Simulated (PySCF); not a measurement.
## CaPb⁺: one state, many levels of theory

State: ²Π (doublet), unpaired electrons π ↑. Set-up: basis Ca def2-SVP, Pb def2-SVP with ECP60; scalar-relativistic core potentials; PySCF 2.14. De refers to Ca⁺ + Pb in their high-spin ground configurations, without counterpoise correction. The functionals are run spin-unrestricted. A positive dipole points towards Pb; it is taken about the centre of mass and depends on that origin.

| Level | Re (Å) | ωe (cm⁻¹) | De (eV) | μ (D) |
| --- | --- | --- | --- | --- |
| ROHF | 3.416 | 130 | n/a | -12.45 |
| ROHF-MP2 | 3.382 | 135 | n/a | n/a |
| ROHF-SCS-MP2 | 3.414 | 129 | n/a | n/a |
| ROHF-CCSD | 3.424 | 126 | n/a | n/a |
| ROHF-CCSD(T) | 3.427 | 125 | n/a | n/a |
| PBE | 3.262 | 150 | n/a | -10.32 |
| PBEsol | 3.222 | 157 | n/a | -10.46 |
| PW91 | 3.250 | 152 | n/a | -10.42 |
| r²SCAN | 3.259 | 150 | n/a | -11.11 |
| PBE0 | 3.266 | 147 | n/a | -11.01 |
| B97-3 | 3.313 | 138 | n/a | -10.41 |

Problem. What does a quarter of exact exchange do here, going from PBE to PBE0?

Solution. PBE0 less PBE: +0.4 pm in Re, -2.0 % in ωe. Exact exchange removes part of the self-interaction that spreads semilocal densities, and in most molecules shortens and stiffens the bond and lowers De; here Re and ωe go the other way.

Problem. What does the step from GGA to meta-GGA do here, going from PBE to r²SCAN?

Solution. r²SCAN less PBE: -0.3 pm in Re, +0.0 % in ωe. 

Problem. What does second-order correlation do here, going from ROHF to ROHF-MP2?

Solution. ROHF-MP2 less ROHF: -3.4 pm in Re, +3.8 % in ωe. Correlation nearly always deepens the well. The bond shortens, as in weak, metallic or heavy-atom bonds, where dispersion and the correlation of outer-core electrons pull the atoms together.

Correlated steps freeze 9 core orbitals. Spin–orbit coupling is left out, which matters for elements this heavy, above all for dissociation energies. The state was picked by a PBE0 search and need not be the measured ground state.
